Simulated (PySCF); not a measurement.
## Property card for `C=C(C)C(=C)B(O)O`

Compound: C5H9BO2.
Atom-mapped SMILES: `[CH2:1]=[C:2]([CH3:3])[C:4](=[CH2:5])[B:6]([OH:7])[OH:8]` (hydrogens: H9, H10 on C1; H11, H12, H13 on C3; H14, H15 on C5; H16 on O7; H17 on O8)

Structure used (PBE0-D3(BJ)/def2-SVP), in Å, numbered top down from 1:
```
atom  x, y, z in Å
C1    -0.617   -1.486   -1.104
C2    -0.818   -0.328   -0.449
C3    -2.183    0.295   -0.399
C4     0.290    0.360    0.248
C5     0.093    1.532    0.889
B6     1.763   -0.213    0.288
O7     2.334   -0.783   -0.805
O8     2.523   -0.111    1.420
H9     0.371   -1.944   -1.174
H10   -1.445   -1.990   -1.608
H11   -2.532    0.420    0.639
H12   -2.919   -0.322   -0.933
H13   -2.181    1.297   -0.858
H14   -0.874    2.042    0.921
H15    0.917    2.050    1.391
H16    3.242   -1.052   -0.619
H17    2.019    0.245    2.158
```

Some functional groups and rings: C=C double bond and three-coordinate boron.

PBE0-D3(BJ)/def2-SVP geometry optimisation, gas phase (PySCF):

* Point group: C1
* Rotational constants A, B, C: 3.241, 1.485, 1.092 GHz

From B3LYP/def2-SVPD ground state, ΔSCF and vertical TDDFT (core frozen in the response) (PySCF):

* Dipole moment: 1.22 D
* HOMO energy: -6.56 eV
* LUMO energy: -1.27 eV
* HOMO–LUMO gap: 5.29 eV
* Lowest singlet excitation: 5.30 eV (234 nm, f = 0.348)
* Strongest line among the 10 lowest singlet transitions: S1 at 5.30 eV (234 nm, f = 0.348)
* Lowest triplet excitation (Tamm–Dancoff): 3.13 eV
* Static isotropic polarisability: 86.0 au
* Vertical ionisation energy: 8.63 eV
* Electronic spatial extent ⟨r²⟩ about the centre of nuclear charge: 1094 bohr²

**B3LYP/pcSseg-1 ground state and GIAO shieldings, non-relativistic (PySCF)**

* 13C chemical shifts (computed TMS as zero) by class: 156.8 (C4), 150.5 (C2), 129.8 (C1), 127.3 (C5), 22.6 (C3) ppm
* 1H chemical shifts (computed TMS as zero) by class: 6.24 (H9), 5.50 (H14), 5.48 (H10), 5.40 (H15), 3.95 (H16/H17), 1.88 (H11/H12/H13) ppm
* Isotropic shieldings of nuclei other than C and H, by class: 69 (B6), 206 (O7/O8) ppm

B3LYP/pcJ-1 indirect spin-spin coupling, non-relativistic, gas phase; spin–dipole term left out for some pairs (PySCF):

* Largest of the computed one-bond spin–spin couplings (means over like bonds): 13C–1H +172.5 (C1–H9), 13C–1H +166.7 (C5–H14), 13C–1H +163.8 (C1–H10), 13C–1H +163.7 (C5–H15), 13C–1H +132.9 (C3–H11 and 2 like it), 13C–11B +84.9 (C4–B6), 17O–1H -81.5 (O7–H16 and 1 like it), 13C–13C +76.1 (C1–C2) Hz

Monoisotopic mass from the formula: 112.0696 u.

S1 lies 0.01 eV above the HOMO–LUMO gap; its leading configuration is HOMO→LUMO, weight 0.89. The ΔSCF ionisation energy exceeds −ε(HOMO) by 2.07 eV with B3LYP. The rotational constants make it an asymmetric top with κ = (2B − A − C)/(A − C) = -0.63, nearer the prolate limit (−1). The polarisability is 12.75 Å³ as a volume (1 au = 0.148185 Å³), or 1.43 au for each of the 60 electrons. The largest Löwdin shares of the LUMO are 0.27 on C5, 0.20 on C4, 0.20 on C1 and 0.10 on C2. The vertical singlet–triplet gap S1 − T1 is 2.17 eV (TDDFT singlet less Tamm–Dancoff triplet; S1: HOMO→LUMO, weight 0.89; T1: HOMO→LUMO, weight 0.94). No computed singlet falls in the visible range (750 to 380 nm, 1.65 to 3.26 eV); S1 lies 2.04 eV above its blue end.

 NMR classes are plain means over equivalent atoms (diastereotopic ones count apart unless rotation or inversion swaps them), as if these changed places fast; in this geometry the members of some classes differ.

One conformer stands for the species.
